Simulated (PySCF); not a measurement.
**Computed structure and properties of Tl2F2**

System: Tl2F2 (singlet); start: template (D2h). Method: PySCF 2.14.0, RKS B3LYP, Tl def2-SVP with ECP60, F def2-SVP; non-relativistic Hamiltonian with scalar-relativistic core potentials where named; density fitting; no spin-orbit coupling.

Input of the relaxation:

```python
mol = gto.M(atom='''
Tl     0.00000    -0.00000     1.94560
Tl    -0.00000     0.00000    -1.94560
F      1.66380    -0.00000    -0.00000
F     -1.66380     0.00000     0.00000''',
    basis={'Tl': 'def2-SVP', 'F': 'def2-SVP'},
    ecp={'Tl': 'def2-SVP'},
    charge=0, spin=0)
mf = dft.RKS(mol, xc='B3LYP')
mf.grids.atom_grid = (50, 194)
mf = mf.density_fit()  # fitting sets: Tl def2-universal-JKFIT, F def2-universal-JKFIT
mf.conv_tol = 1e-08; mf.max_cycle = 55
mf.kernel(dm0)  # dm0: converged density of the start geometry
# quasi-Newton relaxation in Cartesian coordinates to a largest gradient under 0.00045 Eh/bohr, steps kept in the point group
```

Run from Python with OMP_NUM_THREADS=2; the lines above give its settings. Where DIIS fails, smearing, a level shift and second-order steps follow.
It took 13 s on 2 threads of Arm Neoverse V2, with other jobs on the host, from the converged density of the start.

Course of the relaxation:

```tsv
step	energy above end (eV)	largest force component within the symmetry (eV/Å)
0	0.6890	1.571
1	0.2014	1.078
2	0.0309	0.580
3	0.0018	0.133
4	0.0000	0.013
5	0.0000	0.000
```

Relaxed geometry (D2h):

```xyz
4

Tl    0.0000    0.0000    1.8475
Tl    0.0000    0.0000   -1.8475
F     1.3933    0.0000    0.0000
F    -1.3933    0.0000    0.0000
```

| contact | Å |
| --- | --- |
| Tl1–F3 (F) | 2.314 |
| Tl1–F4 (F) | 2.314 |

On the finer grid (75, 302):

* HOMO: -7.06 eV
* LUMO: -1.38 eV
* Dipole about the centre of mass: 0.00 D
* Set of Mulliken populations of Tl1 outside the core potential: s 3.94, p 6.50, d 10.09
* D3(BJ) dispersion energy (not in the energies): -0.172 eV

```json
{"atom": "Tl1", "Mulliken (e)": "0.48", "Löwdin (e)": "0.33", "spin (e)": "0.00"}
{"atom": "Tl2", "Mulliken (e)": "0.48", "Löwdin (e)": "0.33", "spin (e)": "0.00"}
{"atom": "F3", "Mulliken (e)": "-0.48", "Löwdin (e)": "-0.33", "spin (e)": "0.00"}
{"atom": "F4", "Mulliken (e)": "-0.48", "Löwdin (e)": "-0.33", "spin (e)": "0.00"}
```

On the grid (50, 194), as all that follows. Harmonic modes: a minimum within the noise of the softest modes; lowest -5 cm⁻¹ (negative: unstable), highest 347 cm⁻¹, zero-point energy 0.082 eV.

Taking off one F (charge -1, singlet; the rest: singlet) in vacuum, both parts rigid, costs 9.31 eV; the small basis without counterpoise inflates it. Most of it is the attraction of opposite charges; other ways to part are cheaper, and one spin state was tried for the rest.

Rigid scan of F along the line from its metal:

```json
{"distance to F3 (Å)": "2.01", "energy (eV)": "0.467"}
{"distance to F3 (Å)": "2.11", "energy (eV)": "0.172"}
{"distance to F3 (Å)": "2.21", "energy (eV)": "0.036"}
{"distance to F3 (Å)": "2.31", "energy (eV)": "0.000"}
{"distance to F3 (Å)": "2.41", "energy (eV)": "0.025"}
{"distance to F3 (Å)": "2.51", "energy (eV)": "0.086"}
{"distance to F3 (Å)": "2.71", "energy (eV)": "0.272"}
{"distance to F3 (Å)": "3.01", "energy (eV)": "0.612"}
{"distance to F3 (Å)": "3.41", "energy (eV)": "1.042"}
{"distance to F3 (Å)": "3.91", "energy (eV)": "1.643"}
```

One start shape was tried, so this needn't be the lowest isomer.
